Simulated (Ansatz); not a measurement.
Program: Ansatz. Geometries: PBE0-D4/def2-TZVP. ΔE: electronic, gas phase. CCSD(T)/CBS is the MP2 limit (def2-TZVPP, def2-QZVPP) plus CCSD(T) − MP2 in def2-TZVPP, frozen cores. def2 core potentials past Kr. For In outer-core shells are correlated without core-valence functions, which leaves a few kJ/mol of doubt a bond. One conformer a species, not always the lowest.

Reaction (formal exchange of groups at the In–C bond): `O[C]1([InH2])CC1` + `C[SiH2]C=O` → `O=C[SiH2][CH2][InH2]` + `OC1CC1`

```json
{"species": "`O[C]1([InH2])CC1`", "CCSD(T)/CBS(def2) energy (Eh)": "-383.27273"}
{"species": "`C[SiH2]C=O`", "CCSD(T)/CBS(def2) energy (Eh)": "-443.94476"}
{"species": "`O=C[SiH2][CH2][InH2]`", "CCSD(T)/CBS(def2) energy (Eh)": "-634.33003"}
{"species": "`OC1CC1`", "CCSD(T)/CBS(def2) energy (Eh)": "-192.89809"}
```

(1) Work out ΔE.

Largest T1 diagnostic among the species: 0.015.

## Answers

(1) ΔE = (-634.33003) + (-192.89809) − (-383.27273) − (-443.94476) = -0.01063 Eh = -27.9 kJ/mol.

In def2-TZVPP, CCSD(T) changes the Hartree–Fock value by +8.5 kJ/mol (the triples alone add +1.6 kJ/mol) and MP2 by +9.1 kJ/mol. From PBE to PBE0 (25 % exact exchange), in def2-TZVPP and without D4, ΔE moves by −3.6 kJ/mol.
